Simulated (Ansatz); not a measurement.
## Nudged elastic band run: BrClH4OSi

input.yaml

```yaml
crystal:
  periodic: [false, false, false]
  atoms:
    - { symbol: Si, position_ang: [-0.21263, 0.290299, -0.009895] }
    - { symbol: Cl, position_ang: [0.104729, 0.490568, 2.053503] }
    - { symbol: H, position_ang: [1.136596, 0.396546, -0.628326] }
    - { symbol: H, position_ang: [-1.122493, 1.382411, -0.423044] }
    - { symbol: O, position_ang: [-0.966266, -1.133146, -0.337533] }
    - { symbol: H, position_ang: [-0.483611, -1.944835, -0.12627] }
    - { symbol: Br, position_ang: [1.319215, -2.999949, 1.446451] }
    - { symbol: H, position_ang: [1.01726, -1.748894, 2.083414] }
basis:
  gaussian: { orbitals: def2-SVP }
hamiltonian:
  xc: pbe0
  dispersion: d4
neb:
  order_check: false
  images: 7
  f_tol: 0.05
  max_iterations: 60
  final_atoms:
    - { symbol: Si, position_ang: [0.41854455, -0.23278258, -0.46873591] }
    - { symbol: Cl, position_ang: [-0.89961425, -1.10857294, 2.90262167] }
    - { symbol: H, position_ang: [0.8372591, -0.23028069, -1.88897227] }
    - { symbol: H, position_ang: [0.28874401, 1.13338042, 0.10319736] }
    - { symbol: O, position_ang: [-0.95330804, -1.12929723, -0.350731] }
    - { symbol: H, position_ang: [-1.3257213, -1.21994713, 0.53895778] }
    - { symbol: Br, position_ang: [2.09842435, -1.18580699, 0.70345103] }
    - { symbol: H, position_ang: [0.32847158, -1.29369285, 2.51851134] }
  initial_path:
    images:
      - { positions_ang: [[-0.21263, 0.290299, -0.009895], [0.104729, 0.490568, 2.053503], [1.136596, 0.396546, -0.628326], [-1.122493, 1.382411, -0.423044], [-0.966266, -1.133146, -0.337533], [-0.483611, -1.944835, -0.12627], [1.319215, -2.999949, 1.446451], [1.01726, -1.748894, 2.083414]] }
      - { positions_ang: [[-0.16691421, 0.2187421, -0.00438779], [0.08454097, 0.36004462, 2.16295122], [1.18634941, 0.31012859, -0.59703383], [-1.03228182, 1.33229224, -0.42764608], [-0.92306341, -1.19510297, -0.39084649], [-0.66713441, -1.92626785, -0.03871719], [1.34155552, -2.75892648, 1.27857352], [0.96974795, -1.60791025, 2.07540663]] }
      - { positions_ang: [[-0.12119842, 0.14718521, 0.00111942], [0.06435295, 0.22952123, 2.27239945], [1.23610283, 0.22371117, -0.56574166], [-0.94207065, 1.28217347, -0.43224815], [-0.87986082, -1.25705993, -0.44415998], [-0.85065782, -1.9077007, 0.04883562], [1.36389604, -2.51790395, 1.11069604], [0.92223589, -1.4669265, 2.06739927]] }
      - { positions_ang: [[-0.07548263, 0.07562831, 0.00662664], [0.04416492, 0.09899785, 2.38184767], [1.28585624, 0.13729376, -0.5344495], [-0.85185947, 1.23205471, -0.43685023], [-0.83665823, -1.3190169, -0.49747347], [-1.03418122, -1.88913354, 0.13638843], [1.38623656, -2.27688143, 0.94281855], [0.87472384, -1.32594276, 2.0593919]] }
      - { positions_ang: [[-0.02976685, 0.00407142, 0.01213385], [0.02397689, -0.03152553, 2.4912959], [1.33560965, 0.05087635, -0.50315733], [-0.76164829, 1.18193594, -0.4414523], [-0.79345564, -1.38097387, -0.55078696], [-1.21770463, -1.87056639, 0.22394123], [1.40857707, -2.0358589, 0.77494107], [0.82721179, -1.18495901, 2.05138453]] }
      - { positions_ang: [[0.082311, -0.05514208, -0.10808359], [-0.20692089, -0.30078738, 2.59412734], [1.21102202, -0.01941291, -0.84961106], [-0.49905021, 1.16979706, -0.30528989], [-0.83341874, -1.31805471, -0.50077297], [-1.2447088, -1.70791158, 0.30269537], [1.58103889, -1.82334593, 0.75706856], [0.70252674, -1.21214247, 2.16816624]] }
      - { positions_ang: [[0.19438885, -0.11435558, -0.22830103], [-0.43781868, -0.57004924, 2.69695878], [1.08643438, -0.08970217, -1.1960648], [-0.23645214, 1.15765818, -0.16912747], [-0.87338184, -1.25513555, -0.45075898], [-1.27171296, -1.54525676, 0.38144951], [1.75350071, -1.61083295, 0.73919605], [0.57784168, -1.23932593, 2.28494794]] }
      - { positions_ang: [[0.3064667, -0.17356908, -0.34851847], [-0.66871646, -0.83931109, 2.79979022], [0.96184674, -0.15999143, -1.54251853], [0.02614594, 1.1455193, -0.03296506], [-0.91334494, -1.19221639, -0.40074499], [-1.29871713, -1.38260195, 0.46020364], [1.92596253, -1.39831997, 0.72132354], [0.45315663, -1.26650939, 2.40172964]] }
      - { positions_ang: [[0.41854455, -0.23278258, -0.46873591], [-0.89961425, -1.10857294, 2.90262167], [0.8372591, -0.23028069, -1.88897227], [0.28874401, 1.13338042, 0.10319736], [-0.95330804, -1.12929723, -0.350731], [-1.3257213, -1.21994713, 0.53895778], [2.09842435, -1.18580699, 0.70345103], [0.32847158, -1.29369285, 2.51851134]] }
```

Command:

```bash
$ ansatz run input.yaml --threads 2 --pin off --max-ram 3072MiB --backend cpu --events-out ev --progress --plain --runs-dir out
```

Output, in part (warnings, iteration lines, the closing report on the highest movable image, with atoms numbered from 0):

```
NEB end point (image 0): max|allowed force component| = 2.399e-2 eV/Å (the criterion of neb.relax_end_points is 1.000e-2)
NEB end point (image 8): max|allowed force component| = 1.692e-2 eV/Å (the criterion of neb.relax_end_points is 1.000e-2)
NEB iter   1: max|band force component| = 1.146e1 eV/Å  barrier→ = 2.9377 eV  barrier← = 2.9152 eV  Δτ_max = 0.2000 Å  (233 SCF iters)
NEB iter   2: max|band force component| = 2.073e0 eV/Å  barrier→ = 2.0449 eV  barrier← = 2.0224 eV  Δτ_max = 0.1953 Å  (199 SCF iters)
NEB iter   3: max|band force component| = 1.139e0 eV/Å  barrier→ = 1.5980 eV  barrier← = 1.5755 eV  Δτ_max = 0.2000 Å  (188 SCF iters)
NEB iter   4: max|band force component| = 7.295e-1 eV/Å  barrier→ = 1.6354 eV  barrier← = 1.6129 eV  Δτ_max = 0.1999 Å  (192 SCF iters)
NEB iter   5: max|band force component| = 1.427e0 eV/Å  barrier→ = 1.7805 eV  barrier← = 1.7580 eV  Δτ_max = 0.1034 Å  (191 SCF iters)
NEB iter   6: max|band force component| = 5.830e-1 eV/Å  barrier→ = 1.6516 eV  barrier← = 1.6291 eV  Δτ_max = 0.0764 Å  (182 SCF iters)
NEB iter   7: max|band force component| = 4.468e-1 eV/Å  barrier→ = 1.6112 eV  barrier← = 1.5887 eV  CI = image 4  Δτ_max = 0.0842 Å  (181 SCF iters)
NEB iter   8: max|band force component| = 3.296e-1 eV/Å  barrier→ = 1.6629 eV  barrier← = 1.6404 eV  CI = image 4  Δτ_max = 0.0695 Å  (174 SCF iters)
NEB iter   9: max|band force component| = 2.462e-1 eV/Å  barrier→ = 1.6551 eV  barrier← = 1.6326 eV  CI = image 4  Δτ_max = 0.0901 Å  (176 SCF iters)
NEB iter  10: max|band force component| = 1.834e-1 eV/Å  barrier→ = 1.6448 eV  barrier← = 1.6223 eV  CI = image 4  Δτ_max = 0.0751 Å  (179 SCF iters)
NEB iter  11: max|band force component| = 2.170e-1 eV/Å  barrier→ = 1.6297 eV  barrier← = 1.6072 eV  CI = image 4  Δτ_max = 0.0376 Å  (175 SCF iters)
NEB iter  12: max|band force component| = 2.541e-1 eV/Å  barrier→ = 1.6207 eV  barrier← = 1.5982 eV  CI = image 4  Δτ_max = 0.0188 Å  (173 SCF iters)
NEB iter  13: max|band force component| = 1.729e-1 eV/Å  barrier→ = 1.6163 eV  barrier← = 1.5938 eV  CI = image 4  Δτ_max = 0.0188 Å  (173 SCF iters)
NEB iter  14: max|band force component| = 1.653e-1 eV/Å  barrier→ = 1.6118 eV  barrier← = 1.5893 eV  CI = image 4  Δτ_max = 0.0189 Å  (171 SCF iters)
NEB iter  15: max|band force component| = 1.593e-1 eV/Å  barrier→ = 1.6073 eV  barrier← = 1.5848 eV  CI = image 4  Δτ_max = 0.0376 Å  (167 SCF iters)
NEB iter  16: max|band force component| = 1.479e-1 eV/Å  barrier→ = 1.5982 eV  barrier← = 1.5757 eV  CI = image 4  Δτ_max = 0.0376 Å  (175 SCF iters)
NEB iter  17: max|band force component| = 1.724e-1 eV/Å  barrier→ = 1.5890 eV  barrier← = 1.5665 eV  CI = image 4  Δτ_max = 0.0188 Å  (174 SCF iters)
NEB iter  18: max|band force component| = 1.490e-1 eV/Å  barrier→ = 1.5842 eV  barrier← = 1.5617 eV  CI = image 4  Δτ_max = 0.0376 Å  (169 SCF iters)
NEB iter  19: max|band force component| = 1.516e-1 eV/Å  barrier→ = 1.5748 eV  barrier← = 1.5523 eV  CI = image 4  Δτ_max = 0.0751 Å  (172 SCF iters)
NEB iter  20: max|band force component| = 1.470e-1 eV/Å  barrier→ = 1.5566 eV  barrier← = 1.5341 eV  CI = image 4  Δτ_max = 0.1497 Å  (173 SCF iters)
NEB iter  21: max|band force component| = 1.812e-1 eV/Å  barrier→ = 1.5353 eV  barrier← = 1.5128 eV  CI = image 4  Δτ_max = 0.1518 Å  (179 SCF iters)
NEB iter  22: max|band force component| = 3.777e0 eV/Å  barrier→ = 1.5246 eV  barrier← = 1.5021 eV  CI = image 4  Δτ_max = 0.0751 Å  (179 SCF iters)
NEB iter  23: max|band force component| = 1.976e-1 eV/Å  barrier→ = 1.5062 eV  barrier← = 1.4837 eV  CI = image 4  Δτ_max = 0.1449 Å  (179 SCF iters)
NEB iter  24: max|band force component| = 2.067e-1 eV/Å  barrier→ = 1.4899 eV  barrier← = 1.4674 eV  CI = image 4  Δτ_max = 0.0749 Å  (180 SCF iters)
NEB iter  25: max|band force component| = 1.381e-1 eV/Å  barrier→ = 1.4821 eV  barrier← = 1.4596 eV  CI = image 4  Δτ_max = 0.0751 Å  (174 SCF iters)
NEB iter  26: max|band force component| = 1.284e-1 eV/Å  barrier→ = 1.4727 eV  barrier← = 1.4502 eV  CI = image 4  Δτ_max = 0.0752 Å  (174 SCF iters)
NEB iter  27: max|band force component| = 1.115e-1 eV/Å  barrier→ = 1.4657 eV  barrier← = 1.4432 eV  CI = image 4  Δτ_max = 0.0753 Å  (174 SCF iters)
NEB iter  28: max|band force component| = 1.199e-1 eV/Å  barrier→ = 1.4606 eV  barrier← = 1.4381 eV  CI = image 4  Δτ_max = 0.0377 Å  (175 SCF iters)
NEB iter  29: max|band force component| = 1.448e-1 eV/Å  barrier→ = 1.4583 eV  barrier← = 1.4358 eV  CI = image 4  Δτ_max = 0.0188 Å  (174 SCF iters)
NEB iter  30: max|band force component| = 8.301e-2 eV/Å  barrier→ = 1.4571 eV  barrier← = 1.4346 eV  CI = image 4  Δτ_max = 0.0189 Å  (175 SCF iters)
NEB iter  31: max|band force component| = 7.080e-2 eV/Å  barrier→ = 1.4554 eV  barrier← = 1.4329 eV  CI = image 4  Δτ_max = 0.0188 Å  (177 SCF iters)
NEB iter  32: max|band force component| = 9.600e-2 eV/Å  barrier→ = 1.4538 eV  barrier← = 1.4313 eV  CI = image 4  Δτ_max = 0.0188 Å  (171 SCF iters)
NEB iter  33: max|band force component| = 1.069e-1 eV/Å  barrier→ = 1.4528 eV  barrier← = 1.4303 eV  CI = image 4  Δτ_max = 0.0094 Å  (173 SCF iters)
NEB iter  34: max|band force component| = 8.895e-2 eV/Å  barrier→ = 1.4523 eV  barrier← = 1.4298 eV  CI = image 4  Δτ_max = 0.0188 Å  (158 SCF iters)
NEB iter  35: max|band force component| = 7.464e-2 eV/Å  barrier→ = 1.4516 eV  barrier← = 1.4291 eV  CI = image 4  Δτ_max = 0.0376 Å  (173 SCF iters)
NEB iter  36: max|band force component| = 5.480e-2 eV/Å  barrier→ = 1.4510 eV  barrier← = 1.4285 eV  CI = image 4  Δτ_max = 0.0750 Å  (173 SCF iters)
NEB iter  37: max|band force component| = 8.141e-2 eV/Å  barrier→ = 1.4507 eV  barrier← = 1.4282 eV  CI = image 4  Δτ_max = 0.0376 Å  (167 SCF iters)
NEB iter  38: max|band force component| = 9.351e-2 eV/Å  barrier→ = 1.4503 eV  barrier← = 1.4278 eV  CI = image 4  Δτ_max = 0.0188 Å  (173 SCF iters)
NEB iter  39: max|band force component| = 8.339e-2 eV/Å  barrier→ = 1.4502 eV  barrier← = 1.4277 eV  CI = image 4  Δτ_max = 0.0188 Å  (170 SCF iters)
NEB iter  40: max|band force component| = 5.581e-2 eV/Å  barrier→ = 1.4501 eV  barrier← = 1.4276 eV  CI = image 4  Δτ_max = 0.0376 Å  (160 SCF iters)
NEB iter  41: max|band force component| = 6.531e-2 eV/Å  barrier→ = 1.4500 eV  barrier← = 1.4275 eV  CI = image 4  Δτ_max = 0.0377 Å  (160 SCF iters)
NEB iter  42: max|band force component| = 3.183e-1 eV/Å  barrier→ = 1.4499 eV  barrier← = 1.4274 eV  CI = image 4  Δτ_max = 0.0188 Å  (158 SCF iters)
NEB iter  43: max|band force component| = 8.174e-2 eV/Å  barrier→ = 1.4499 eV  barrier← = 1.4274 eV  CI = image 4  Δτ_max = 0.0376 Å  (151 SCF iters)
NEB iter  44: max|band force component| = 4.262e-2 eV/Å  barrier→ = 1.4499 eV  barrier← = 1.4274 eV  CI = image 4  Δτ_max = 0.0000 Å  (338 SCF iters)
Total energy: -92525.77800885 eV, -3400.2596256004 hartree
Atom 0 at     0.130522    -0.384092    -0.079805 Å, force     0.000067    -0.000990    -0.001609 eV/Å
Atom 1 at    -0.590179    -1.006538     2.200098 Å, force     0.003312    -0.000525    -0.001275 eV/Å
Atom 2 at     1.027195    -0.674043    -1.221487 Å, force    -0.000254    -0.000818     0.000671 eV/Å
Atom 3 at     0.056264     1.050042     0.279165 Å, force    -0.000186     0.000356    -0.000094 eV/Å
Atom 4 at    -1.235003    -1.128430    -0.636266 Å, force    -0.000232     0.002812     0.006214 eV/Å
Atom 5 at    -1.964041    -1.213188    -0.011425 Å, force    -0.001182    -0.001474    -0.004344 eV/Å
Atom 6 at     2.359852    -0.879901     1.310218 Å, force     0.002117     0.000574    -0.000094 eV/Å
Atom 7 at     1.008190    -1.030851     2.217802 Å, force    -0.003642     0.000065     0.000531 eV/Å
Dipole moment:    -0.181744     0.116761    -0.014641 e Å
```

It converged. Neighbouring images differ by up to 1.2 eV, so the band resolves the path poorly. A vibrational analysis at the climbing image gives one clearly imaginary mode, 431i cm⁻¹: a first-order saddle point. The orbitals stay closed-shell, which can raise the energy where a bond breaks towards radicals; this wasn't checked here.

Final band (atoms are numbered from 1 in the order of the input):

```json
{"image": "0", "path coordinate (Å)": "0.00", "energy (eV)": "0.00", "Si1–Cl2 (Å)": "2.10", "Br7–H8 (Å)": "1.44", "Si1–Br7 (Å)": "3.91"}
{"image": "1", "path coordinate (Å)": "1.58", "energy (eV)": "0.09", "Si1–Cl2 (Å)": "2.09", "Br7–H8 (Å)": "1.43", "Si1–Br7 (Å)": "4.07"}
{"image": "2", "path coordinate (Å)": "3.17", "energy (eV)": "0.12", "Si1–Cl2 (Å)": "2.09", "Br7–H8 (Å)": "1.43", "Si1–Br7 (Å)": "4.33"}
{"image": "3", "path coordinate (Å)": "4.75", "energy (eV)": "0.21", "Si1–Cl2 (Å)": "2.10", "Br7–H8 (Å)": "1.43", "Si1–Br7 (Å)": "3.85"}
{"image": "4", "path coordinate (Å)": "6.33", "energy (eV)": "1.45", "Si1–Cl2 (Å)": "2.47", "Br7–H8 (Å)": "1.64", "Si1–Br7 (Å)": "2.67"}
{"image": "5", "path coordinate (Å)": "6.83", "energy (eV)": "0.97", "Si1–Cl2 (Å)": "2.82", "Br7–H8 (Å)": "1.92", "Si1–Br7 (Å)": "2.44"}
{"image": "6", "path coordinate (Å)": "7.34", "energy (eV)": "0.39", "Si1–Cl2 (Å)": "3.19", "Br7–H8 (Å)": "2.12", "Si1–Br7 (Å)": "2.31"}
{"image": "7", "path coordinate (Å)": "7.85", "energy (eV)": "0.09", "Si1–Cl2 (Å)": "3.49", "Br7–H8 (Å)": "2.30", "Si1–Br7 (Å)": "2.27"}
{"image": "8", "path coordinate (Å)": "8.35", "energy (eV)": "0.02", "Si1–Cl2 (Å)": "3.72", "Br7–H8 (Å)": "2.54", "Si1–Br7 (Å)": "2.26"}
```

Run time: 10 min on 2 threads of AMD EPYC 7B13 (Zen 3), with other jobs on the host, peak memory 0.26 GiB.
